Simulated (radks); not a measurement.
The numbers below are computed, except where a source is named.
Q: Species: the cerium ion Ce3.375+. Configuration: [Kr] 4d10 4f1 5s1.625 5p6 (fractional occupations, a model configuration). Level of theory: Dirac Kohn-Sham, BLYP, spin-unpolarised, spherical densities, point nucleus; open shells are shared between the two j in proportion to 2j + 1 (a radial shooting solver on a logarithmic mesh with Libxc functionals). Some entries of the table are withheld. Estimate them.

orbital      occ.  eigenvalue (eV)  <1/r> (bohr^-1)
1s1/2           2        -40270.90            63.36
2s1/2           2        -6470.025              (1)
2p1/2           2        -6110.470            14.92
2p3/2           4        -5663.673            13.51
3s1/2           2        -1415.943            5.389
3p1/2           2        -1263.709              (2)
3p3/2           4        -1175.920              (3)
3d3/2           4        -909.7216              (4)
3d5/2           6        -890.8663              (5)
4s1/2           2        -309.5589              (6)
4p1/2           2              (7)            2.131
4p3/2           4              (8)            2.016
4d3/2           4        -141.3205            1.798
4d5/2           6        -138.0071            1.770
5s1/2       1.625         -68.5073           0.8928
5p1/2           2         -52.5924           0.7989
5p3/2           4         -49.6033           0.7605
4f5/2    0.428571         -34.1536            1.251
4f7/2    0.571429         -33.8031            1.241

A: 
(1) 2s1/2 <1/r> (bohr^-1): 14.93
(2) 3p1/2 <1/r> (bohr^-1): 5.302
(3) 3p3/2 <1/r> (bohr^-1): 4.951
(4) 3d3/2 <1/r> (bohr^-1): 4.817
(5) 3d5/2 <1/r> (bohr^-1): 4.728
(6) 4s1/2 <1/r> (bohr^-1): 2.235
(7) 4p1/2 eigenvalue (eV): -253.0284
(8) 4p3/2 eigenvalue (eV): -234.1295
